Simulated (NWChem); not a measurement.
System: LaF2, doublet; SMILES [F][La][F]

NWChem input:

```
start job
memory heap 200 mb stack 900 mb global 1100 mb
geometry units angstroms noautoz
  La     0.001644     0.188700     0.000000
  F     -1.958111     1.073547     0.000000
  F      1.977232     1.037604     0.000000
end
basis spherical
  * library def2-svp
end
ecp
  La library def2-ecp
end
dft
  odft
  mult 2
  xc pbe0
  iterations 150
end
tddft
  cis
  nroots 6
end
task tddft energy
```

In the optimisation the excess spin sits in a" (Cs, its own frame). Coordinates come from a PBE0/def2-SVP, spin-unrestricted optimisation. This spin state was assumed; another may lie lower. No stability test was run on the SCF state. def2 effective core potentials on La; no spin-orbit coupling.

Vertical excitations in the gas phase. Excited states of an open shell can be spin-contaminated.

Question: Give the results of this calculation. (PBE0/def2-SVP with def2 effective core potentials on La, spin-unrestricted, TDA.) Quantities: lowest excitation (eV); oscillator strength of that lowest state; lowest state with f > 0.02 (eV); oscillator strength of that bright state; lowest empty minus highest occupied level, either spin (eV).

Answer: The lowest excitation (eV) is 0.52. The oscillator strength of that lowest state is 0.006. The lowest state with f > 0.02 (eV) is 2.54 and the oscillator strength of that bright state is 0.052. The lowest empty minus highest occupied level, either spin (eV) is 2.12.
